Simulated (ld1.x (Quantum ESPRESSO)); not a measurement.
Pb, ultrasoft: configuration errors across variants

- Element: lead
- Generator: ld1.x (Quantum ESPRESSO) 7.5
- Type: ultrasoft
- Functional: PBEsol
- Relativity: fully relativistic
- Frozen core: [Xe] 4f14
- Valence charge: 14
- Reference configuration: 5d10 6s1.75 6p2.25
- Partial waves: 6s (bound): rcut 1.85, rcutus 1.95 bohr; 6s channel at -0.4 Ry: rcut 1.85, rcutus 1.95 bohr; 6p (bound): rcut 1.75, rcutus 2.45 bohr; 6p channel at 0.25 Ry: rcut 1.75, rcutus 2.45 bohr; 5d (bound): rcut 1.20, rcutus 1.50 bohr; 5d channel at -1.25 Ry: rcut 1.20, rcutus 1.50 bohr
- Local potential: all-electron potential smoothed inside 1.85 bohr (lloc = -2)
- Core correction: Bessel-smoothed model core, default radius (core density twice the valence density)
- Augmentation charge: PSQ, inside the norm-conserving radii

Open shells are filled in proportion to 2j + 1 (rel_dist='average').

All-electron excitation energies from the reference (eV): (1) 5d10 6s2 6p2 -2.116; (2) 5d10 6s2 6p1 4.605; (3) 5d10 6s2 6p0 18.214; (4) 5d9 6s2 6p3 16.953; (5) 5d10 6s1 6p2 14.006; (6) 5d10 6s1 6p0 50.689; (7) 5d10 6s2 6p2.3 -2.953.

The overlap operator is not positive definite (basis up to 400 Ry) in “waves 6p (bound): rcut 1.75, rcutus 3.36 bohr; 6p channel at 0.25 Ry: rcut 1.75, rcutus 3.36 bohr”. Such files are unfit for use, however small their errors in these radial tests.

2 further variants failed, have other tests or too few solved ones, and are left out.

A true bound ghost makes a file unfit for plane-wave use even where its test errors are small: the radial tests pick states by their node count and pass the ghost by.

Errors AE − PS in meV (a dash: test not solved or not reliable):

```csv
change,(1),(2),(3),(4),(5),(6),(7),bound ghosts
base,-0.1,-1.2,-12,-35,-2.7,-48,-0.2,none
"waves 6p (bound): rcut 1.75, rcutus 2.38 bohr; 6p channel at 0.25 Ry: rcut 1.75, rcutus 2.38 bohr",-0.1,-1.4,-12,-35,-2.6,-50,-0.2,none
"waves 6p (bound): rcut 1.75, rcutus 2.68 bohr; 6p channel at 0.25 Ry: rcut 1.75, rcutus 2.68 bohr",-0.1,-0.9,-9.1,-32,-2.7,-43,-0.3,none
"waves 6p (bound): rcut 1.75, rcutus 2.92 bohr; 6p channel at 0.25 Ry: rcut 1.75, rcutus 2.92 bohr",-0.1,-0.8,-7.9,-29,-2.7,-40,-0.2,none
"waves 6p (bound): rcut 1.75, rcutus 3.20 bohr; 6p channel at 0.25 Ry: rcut 1.75, rcutus 3.20 bohr",-0.1,-0.7,-7.0,-21,-2.4,-38,-0.3,none
"waves 6p (bound): rcut 1.75, rcutus 3.36 bohr; 6p channel at 0.25 Ry: rcut 1.75, rcutus 3.36 bohr",-0.1,-0.7,-7.0,-26,-2.8,-38,-0.3,not determined (overlap not positive)
"waves 6p (bound): rcut 1.75, rcutus 3.70 bohr; 6p channel at 0.25 Ry: rcut 1.75, rcutus 3.70 bohr",0.0,-2.2,-15,-5.5,-1.4,-55,-0.2,none
```

Problem. Give the same row for: waves 6p (bound): rcut 1.75, rcutus 2.08 bohr; 6p channel at 0.25 Ry: rcut 1.75, rcutus 2.08 bohr.

Solution. -0.1, -2.3, -18, -39, -2.5, -61, -0.2; bound ghosts: p3/2.
